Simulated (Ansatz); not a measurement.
CF₃NOZr (`O=C=[N][Zr]([F])([F])[F]`). Total charge 0; spin multiplicity 1. Zr takes the def2 core potential.

| atom | x (Å) | y (Å) | z (Å) |
| --- | --- | --- | --- |
| O1 | 1.102 | -1.755 | -2.551 |
| C2 | 0.711 | -1.136 | -1.649 |
| N3 | 0.305 | -0.495 | -0.715 |
| Zr4 | -0.370 | 0.590 | 0.857 |
| F5 | -0.011 | -0.332 | 2.470 |
| F6 | -2.236 | 0.858 | 0.694 |
| F7 | 0.500 | 2.270 | 0.893 |

Problem. List the harmonic frequencies (cm⁻¹, unscaled) at PBE0-D4/def2-TZVP in Ansatz. (Best estimate.)

Solution. The calculation gave: 49, 49, 165, 165, 168, 178, 178, 432, 656, 656, 674, 685, 685, 1472, 2360.

Problem. Is this a minimum?

Solution. Yes, all 15 modes are real.

Problem. Give the ideal-gas thermochemistry at 298.15 K and 1 bar (rigid rotor, harmonic oscillator; point group C3v, symmetry number 3).

Solution. Zero-point energy 51.3 kJ/mol; H(298) − E = 76.0 kJ/mol; entropy 390.1 J/(mol·K), of which translation 174.3, rotation 113.5, vibration 102.3; G(298) − E = -40.3 kJ/mol. Modes under 100 cm⁻¹ are hindered rotations or soft bends, so the harmonic entropy is rough.
